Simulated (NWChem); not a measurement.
Program: NWChem. System: HBF, charge 1, spin multiplicity 1, at the geometry of a parent with another charge or spin, in a state set for the comparison that need not be this species' ground state. Level: MP2/def2-TZVP, 2 core orbitals frozen.

Job file:

```
start mol
memory heap 200 mb stack 900 mb global 1100 mb
charge 1
geometry units angstroms nocenter noautoz
  B      0.629044    -0.392647     0.000000
  F     -0.534124     0.190115     0.000000
  H      1.661895     0.252199     0.000000
  symmetry group Cs
end
basis spherical
  * library def2-tzvp
end
scf
  rhf
  nopen 0
  maxiter 100
  thresh 1e-7
  semidirect memsize 60000000 filesize 0
end
mp2
  freeze core 2
end
task mp2 energy
```

Part of the output:

```
             Northwest Computational Chemistry Package (NWChem) 7.3.0
             --------------------------------------------------------

                                NWChem Input Module
                                -------------------

 Scaling coordinates for geometry "geometry" by  1.889725989
 (inverse scale =  0.529177249)

 Turning off AUTOSYM since
 SYMMETRY directive was detected!

                             Geometry "geometry" -> ""
                             -------------------------

 Output coordinates in angstroms (scale by  1.889725989 to convert to a.u.)

  No.       Tag          Charge          X              Y              Z
 ---- ---------------- ---------- -------------- -------------- --------------
    1 B                    5.0000     0.62904400    -0.39264700     0.00000000
    2 F                    9.0000    -0.53412400     0.19011500     0.00000000
    3 H                    1.0000     1.66189500     0.25219900     0.00000000

 Effective nuclear repulsion energy (a.u.)      22.6446206274

            Nuclear Dipole moment (a.u.)
            ----------------------------
        X                 Y               Z
 ---------------- ---------------- ----------------
    -0.0000018897    -0.0000018897     0.0000000000

      Symmetry information
      --------------------

 Group name             Cs
 Group number              2
 Group order               2
 No. of unique centers     3

      Symmetry unique atoms

     1    2    3


 Summary of "ao basis" -> "" (spherical)
 ------------------------------------------------------------------------------
       Tag                 Description            Shells   Functions and Types
 ---------------- ------------------------------  ------  ---------------------
 *                         def2-tzvp                  on all atoms

 Summary of "ao basis" -> "ao basis" (spherical)
 ------------------------------------------------------------------------------
       Tag                 Description            Shells   Functions and Types
 ---------------- ------------------------------  ------  ---------------------
 B                         def2-tzvp                11       31   5s3p2d1f
 F                         def2-tzvp                11       31   5s3p2d1f
 H                         def2-tzvp                 4        6   3s1p

                                 NWChem SCF Module
                                 -----------------

  ao basis        = "ao basis"
  functions       =    68
  atoms           =     3
  closed shells   =     7
  open shells     =     0
  charge          =   1.00
  wavefunction    = RHF
  use symmetry    = T
  symmetry adapt  = T

 Summary of "ao basis" -> "ao basis" (spherical)
 ------------------------------------------------------------------------------
       Tag                 Description            Shells   Functions and Types
 ---------------- ------------------------------  ------  ---------------------
 B                         def2-tzvp                11       31   5s3p2d1f
 F                         def2-tzvp                11       31   5s3p2d1f
 H                         def2-tzvp                 4        6   3s1p

      Symmetry analysis of basis
      --------------------------

        a'         47
        a"         21

 Forming initial guess at       0.0s

      Superposition of Atomic Density Guess
      -------------------------------------

 Sum of atomic energies:        -124.45260042

 Renormalizing density from      15.00 to     14
[...]
   Bfn.  Coefficient  Atom+Function         Bfn.  Coefficient  Atom+Function
  ----- ------------  ---------------      ----- ------------  ---------------
    10      0.369978  1 B  py                 4     -0.332518  1 B  s
     5     -0.327143  1 B  s                  7      0.321728  1 B  py
    65      0.267491  3 H  s                  3     -0.161961  1 B  s
    13      0.154291  1 B  py                38     -0.152255  2 F  py
    64      0.152080  3 H  s

 Vector    9  Occ=0.000000D+00  E=-2.129644D-01  Symmetry=a"
              MO Center=  7.1D-01, -4.3D-01,  3.5D-15, r^2= 2.2D+00
   Bfn.  Coefficient  Atom+Function         Bfn.  Coefficient  Atom+Function
  ----- ------------  ---------------      ----- ------------  ---------------
    11      0.469397  1 B  pz                14      0.405503  1 B  pz
     8      0.371727  1 B  pz                45     -0.198552  2 F  pz
    39     -0.163590  2 F  pz

 Vector   10  Occ=0.000000D+00  E=-7.885491D-02  Symmetry=a'
              MO Center= -4.5D-03,  1.7D-01, -2.9D-15, r^2= 5.1D+00
   Bfn.  Coefficient  Atom+Function         Bfn.  Coefficient  Atom+Function
  ----- ------------  ---------------      ----- ------------  ---------------
     4      1.799028  1 B  s                  5     -1.716007  1 B  s
    12      0.615136  1 B  px                 9     -0.451504  1 B  px
    13     -0.441760  1 B  py                36     -0.441182  2 F  s
    43     -0.368816  2 F  px                20     -0.253976  1 B  d -2
    10      0.218722  1 B  py                44      0.212865  2 F  py

 center of mass
 --------------
 x =  -0.09427213 y =  -0.02782716 z =   0.00000000

 moments of inertia (a.u.)
 ------------------
           8.718300035283          15.172676009815           0.000000000000
          15.172676009815          44.576477905650           0.000000000000
           0.000000000000           0.000000000000          53.294777940933

  Mulliken analysis of the total density
  --------------------------------------

    Atom       Charge   Shell Charges
 -----------   ------   -------------------------------------------------------
    1 B    5     4.20   0.92  1.06  0.57  0.45  0.02  0.63  0.37  0.01  0.07  0.07  0.03
    2 F    9     9.09   0.77  1.20  0.61  1.01  0.33  2.22  2.24  0.70  0.00  0.02  0.00
    3 H    1     0.71   0.21  0.42  0.06  0.01

       Multipole analysis of the density wrt the origin
       ------------------------------------------------

     L   x y z        total         open         nuclear
     -   - - -        -----         ----         -------
     0   0 0 0      1.000000      0.000000     15.000000

     1   1 0 0      1.516751      0.000000     -0.000002
     1   0 1 0     -1.005711      0.000000     -0.000002
     1   0 0 1      0.000000      0.000000      0.000000

     2   2 0 0     -4.208116      0.000000     26.097241
     2   1 1 0     -0.626014      0.000000     -6.177005
     2   1 0 1     -0.000000      0.000000      0.000000
     2   0 2 0     -4.639702      0.000000      4.141564
     2   0 1 1      0.000000      0.000000      0.000000
     2   0 0 2     -6.062643      0.000000      0.000000

                   NWChem MP2 Semi-direct Energy/Gradient Module
                   ---------------------------------------------

  Basis functions       =     68
  Molecular orbitals    =     68
  Frozen core           =      2
  Frozen virtuals       =      0
  Active alpha occupied =      5
  Active beta occupied  =      5
  Active alpha virtual  =     61
  Active beta virtual   =     61
  Use MO symmetry       = T
  Use skeleton AO sym   = T

  AO/Fock/Back tols     =   1.0D-09  1.0D-09  1.0D-09

 GA uses MA = F    GA memory limited = T

 Available:
  local mem=  1.26D+08
 global mem=  1.44D+08
 local disk=  0.00D+00
  mp2_memr nvloc                    61
  nvloc new                    61
   1 passes of   5:        4194304                      24676                   2438711.
   1 passes of   5: M    126153219           G      144169952           F     121958915.

 Semi-direct pass number   1 of   1  for RHF alpha+beta  at        0.8s
  vrange nnbf                  2344
  mp2_eaftype                    10  avail_ma_in_mb                  1099
 EAF : mp2_eaftype filesize          10    1219356.
  mp2_eaf for mointskh                     10
Node 0 wrote      5.7 Mb in      0.0 s     Agg I/O rate:  1212.2 Mb/s
 Done moints_semi at        1.5s
  mp2_eaftype                    10  avail_ma_in_mb                  1089
 EAF : mp2_eaftype filesize          10    1219356.
  mp2_eaf for kh                    10
 Done maket at        1.6s
 Done multipass loop at        1.6s

          -------------------------------------------
          SCF energy                -124.405580531339
          Correlation energy          -0.324670598018
          Singlet pairs               -0.205887495274
          Triplet pairs               -0.118783102744
          Total MP2 energy          -124.730251129357
          -------------------------------------------

          ---------------------------------------------------
                    Spin Component Scaled (SCS) MP2
          Same spin pairs                     -0.079188735162
          Same spin scaling factor             0.333333333333
          Opposite spin pairs                 -0.245481862856
          Opposite spin scaling fact.          1.200000000000
          SCS-MP2 correlation energy          -0.320974480481
          Total SCS-MP2 energy              -124.726555011820
          ---------------------------------------------------

 -----------------------
 Performance information
 -----------------------

 Timer overhead =  1.19D-07 seconds/call

               Nr. of calls         CPU time (s)                 Wall time (s)                GFlops
             ---------------    -------------------     ------------------------------   -------------------
Name         Min   Avg   Max    Min     Avg     Max     Min     Avg     Max   Mx/calls   Min     Max     Sum
mp2: moin     1     1     1   0.75    0.75    0.75     0.75    0.75    0.75    0.75      0.0     0.0     0.0
mp2: make     1     1     1   4.07E-2 4.07E-2 4.07E-2  4.07E-2 4.07E-2 4.07E-2 4.07E-2   0.0     0.0     0.0
mp2: tota     1     1     1   0.83    0.83    0.83     0.83    0.83    0.83    0.83      0.0     0.0     0.0

 The average no. of pstat calls per process was 3.00D+00
 with a timing overhead of 3.58D-07s

 Task  times  cpu:        1.6s     wall:        1.6s

 Total times  cpu:        1.6s     wall:        1.6s
```
